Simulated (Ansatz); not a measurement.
`B/C=C/[SiH3]` + H₂O → `O/C=C/[SiH3]` + BH₃  (formal hydrolysis of a C–B bond)

Isolated molecules relaxed with PBE0-D4/def2-TZVP in Ansatz; ΔE leaves out vibrations. CCSD(T)/CBS is the MP2 limit (def2-TZVPP, def2-QZVPP) plus CCSD(T) − MP2 in def2-TZVPP, frozen cores. This one scheme is used for every species. Double bonds are as drawn, so ΔE can hold a change between cis and trans. Functionals use def2-TZVPP. B3LYP here is the variant with VWN-RPA as its local correlation; programs differ in this. Each species was taken in one conformer, which may not be the lowest.

```json
{"level": "PBE-D4", "ΔE (kcal/mol)": "16.0", "difference from CCSD(T)/CBS": "-2.6"}
{"level": "r2SCAN-D4", "ΔE (kcal/mol)": "15.3", "difference from CCSD(T)/CBS": "-3.3"}
{"level": "B97M-V", "ΔE (kcal/mol)": "15.9", "difference from CCSD(T)/CBS": "-2.7"}
{"level": "PBE0-D4", "ΔE (kcal/mol)": "16.2", "difference from CCSD(T)/CBS": "-2.4"}
{"level": "BHLYP-D4", "ΔE (kcal/mol)": "16.1", "difference from CCSD(T)/CBS": "-2.5"}
{"level": "ωB97X-V", "ΔE (kcal/mol)": "14.7", "difference from CCSD(T)/CBS": "-3.9"}
{"level": "PBE0", "ΔE (kcal/mol)": "15.9", "difference from CCSD(T)/CBS": "-2.7"}
{"level": "B3LYP", "ΔE (kcal/mol)": "15.6", "difference from CCSD(T)/CBS": "-3.0"}
{"level": "r2SCANh", "ΔE (kcal/mol)": "15.4", "difference from CCSD(T)/CBS": "-3.2"}
{"level": "r2SCAN0", "ΔE (kcal/mol)": "15.7", "difference from CCSD(T)/CBS": "-2.9"}
{"level": "CAM-B3LYP", "ΔE (kcal/mol)": "14.9", "difference from CCSD(T)/CBS": "-3.7"}
{"level": "HF/def2-SVP", "ΔE (kcal/mol)": "11.9", "difference from CCSD(T)/CBS": "-6.7"}
{"level": "CCSD/def2-SVP", "ΔE (kcal/mol)": "13.5", "difference from CCSD(T)/CBS": "-5.1"}
{"level": "HF/def2-TZVPP", "ΔE (kcal/mol)": "14.2", "difference from CCSD(T)/CBS": "-4.4"}
{"level": "MP2/def2-TZVPP", "ΔE (kcal/mol)": "17.9", "difference from CCSD(T)/CBS": "-0.7"}
{"level": "SCS-MP2/def2-QZVPP", "ΔE (kcal/mol)": "17.7", "difference from CCSD(T)/CBS": "-0.9"}
{"level": "CCSD(T)/CBS", "ΔE (kcal/mol)": "18.6", "difference from CCSD(T)/CBS": "0"}
```

Largest T1 diagnostic among the species: 0.013.

In def2-TZVPP, CCSD(T) changes the Hartree–Fock value by +3.0 kcal/mol (the triples alone add +0.2 kcal/mol) and MP2 by +3.7 kcal/mol. Leaving LDA and LC-ωPBE aside and taking each functional with its dispersion term where it has one, the values, not all of them listed here, spread over 1.8 kcal/mol, from ωB97X-V to PBE-QIDH. At CCSD(T), def2-SVP lies −5.1 kcal/mol from the extrapolated value and def2-TZVPP −1.4 kcal/mol.
